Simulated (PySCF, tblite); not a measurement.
C5H9O2P.
Z-matrix (Å and degrees, GFN2-xTB geometry), rows numbered from 1:
```
C 
O   1  1.4104
C   2  1.3485  1  114.88
C   3  1.3353  2  124.30  1  -176.38
C   4  1.4999  3  117.46  2  -176.26
C   5  1.5302  4  107.96  3   -18.38
P   6  1.8284  5  106.03  4    25.09
O   7  1.4646  3  120.98  2   -46.13
H   1  1.0890  2  106.40  3  -172.48
H   1  1.0937  2  111.15  3    67.92
H   1  1.0968  2  110.94  3   -53.19
H   4  1.0775  3  122.75  2     1.45
H   5  1.0922  4  110.88  3  -140.65
H   5  1.0945  4  109.17  3   101.47
H   6  1.0948  5  111.01  4   -88.80
H   6  1.0898  5  113.31  4   149.51
H   7  1.4006  3  104.65  2    83.39
```

Computed with CAM-B3LYP/def2-SVPD in PySCF (dipole) on a GFN2-xTB geometry, gas phase.

Masses are those of the commonest isotopes; rigid-rotor values at the optimised geometry. The values belong to one conformer with, in the numbering `[CH3:1][O:2][C:3]1=[CH:4][CH2:5][CH2:6][P@H:7]1=[O:8]`, C1–O2–C3–C4 -176°, C3–C4–C5–C6 -18°, C4–C5–C6–P7 25°, C5–C6–P7–O8 -148°, O2–C3–P7–C6 -170°.

Problem. What are A, B and C (cm⁻¹)?

Solution. Ia = 198.68, Ib = 295.04, Ic = 466.49 u·Å²; 505379 MHz·u·Å²/I gives 2544, 1713 and 1083 MHz, that is A = 0.08485, B = 0.05714, C = 0.03614 cm⁻¹.

Problem. Classify the top.

Solution. An asymmetric top. Ray's parameter κ = (2B − A − C)/(A − C) = -0.138; −1 is the prolate and +1 the oblate limit.

Problem. What does the inertial defect say?

Solution. Not planar: Δ = Ic − Ia − Ib = -27.22 u·Å². For a rigid frame Δ = −2 Σ m c², so Σ m c² = 13.61 u·Å² lies off the ab plane: 7.76 from hydrogen and 5.85 from heavier atoms. The atom farthest from that plane is 1.69 Å away.

Problem. Give the other two planar moments, Paa and Pbb, and the rms extents of the mass along the axes.

Solution. Paa = Σ m a² = (Ib + Ic − Ia)/2 = 281.43 and Pbb = Σ m b² = (Ia + Ic − Ib)/2 = 185.06 u·Å². With the mass M = 132.03 u, the rms extents √(P/M) along a, b and c are 1.46, 1.18, 0.32 Å.

Problem. Give the coordinates in the principal-axis frame, origin at the centre of mass.

Solution. The sense of each axis is arbitrary; atoms in the order of the calculation.
```csv
atom,mass (u),a (Å),b (Å),c (Å)
C1,12.000,2.570,-0.137,-0.030
O2,15.995,1.638,-1.192,0.056
C3,12.000,0.345,-0.812,0.010
C4,12.000,-0.690,-1.645,0.144
C5,12.000,-2.066,-1.071,-0.019
C6,12.000,-1.966,0.447,0.145
P7,30.974,-0.249,0.891,-0.297
O8,15.995,0.347,2.033,0.399
H9,1.008,3.552,-0.600,-0.116
H10,1.008,2.534,0.495,0.863
H11,1.008,2.376,0.487,-0.911
H12,1.008,-0.568,-2.701,0.326
H13,1.008,-2.757,-1.506,0.707
H14,1.008,-2.444,-1.321,-1.015
H15,1.008,-2.079,0.737,1.194
H16,1.008,-2.709,0.993,-0.437
H17,1.008,-0.241,1.023,-1.691
```

Problem. Which types of transition are allowed, and where do some lines up to J = 2 fall?

Solution. The dipole components are |μa| = 1.75 D, |μb| = 2.33 D, |μc| = 1.52 D. Intensities carry the squares of the components, which stand as 0.56 : 1.00 : 0.43 (a : b : c). Some lines, for components of 0.1 D or more:

| type | branch | J(Ka,Kc) | MHz | lower level (cm⁻¹) |
| --- | --- | --- | --- | --- |
| c | Q | 1(1,1) ← 1(0,1) | 831 | 0.093 |
| b | Q | 2(1,1) ← 2(0,2) | 2336 | 0.272 |
| c | Q | 2(2,1) ← 2(1,1) | 2492 | 0.350 |
| b | Q | 2(2,0) ← 2(1,1) | 2739 | 0.350 |
| b | R | 1(1,1) ← 0(0,0) | 3627 | 0.000 |
| c | R | 1(1,0) ← 0(0,0) | 4257 | 0.000 |
| b | Q | 2(2,1) ← 2(1,2) | 4381 | 0.287 |
| a | R | 2(0,2) ← 1(0,1) | 5346 | 0.093 |
| b | R | 2(1,2) ← 1(0,1) | 5794 | 0.093 |
| b | R | 2(2,1) ← 1(1,0) | 8715 | 0.142 |
| c | R | 2(2,1) ← 1(1,1) | 9344 | 0.121 |
| b | R | 2(2,0) ← 1(1,1) | 9590 | 0.121 |

Problem. Estimate the classical rotational partition function at 10 K, 25 K and 50 K.

Solution. Point group C1, symmetry number σ = 1; q = (√π/σ)·√((kT/h)³/(ABC)), k/h = 20836.6 MHz/K: 2450 at 10 K, 9700 at 25 K, 27400 at 50 K.

Its GFN2-xTB frequencies are all real (lowest 86 cm⁻¹). No vibrational averaging or centrifugal distortion is included, and the geometry carries the error of its method. A rigid rotor knows nothing of internal rotation, which can split or shift real lines.

Hardware: one thread of an Arm Neoverse V1 (shared host). Cost: 63 s, 1.1 GiB resident at most. This is the CAM-B3LYP/def2-SVPD job that gave the dipole, with the excitations it also computed.
